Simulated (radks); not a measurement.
Values are calculated unless marked as measured or tabulated.
The nitrogen anion N2-, [He] 2s2 2p5, held by a Watson sphere: a shell of charge +1.31 at radius R that stands for the Madelung well of a crystal (potential energy -1.31/R inside, -1.31/r outside, in hartree with lengths in bohr). Code: a radial shooting solver on a logarithmic mesh with Libxc functionals. Model: non-relativistic Kohn-Sham, LDA (Slater exchange, Perdew-Wang correlation), spin-polarised, spherical densities, point nucleus; open shells are filled with parallel spins first. Response by self-consistent Sternheimer equations with the Hartree and adiabatic LDA kernel. The sphere does not respond.

R (bohr)	e(2s down) (eV)	e(2p up) (eV)	e(2p down) (eV)	<r> 2p (bohr)	sum of <r^2> (bohr^2)	X-ray form factor at sin(theta)/lambda = 0.3 1/angstrom	alpha (bohr^3)
2.03	-10.911	-1.315	-0.373	1.952	29.26	3.240	46.38
2.31	-10.537	-1.090	-0.168	2.059	31.99	3.205	62.04
2.37	-10.465	-1.045	-0.126	2.083	32.60	3.200	66.23
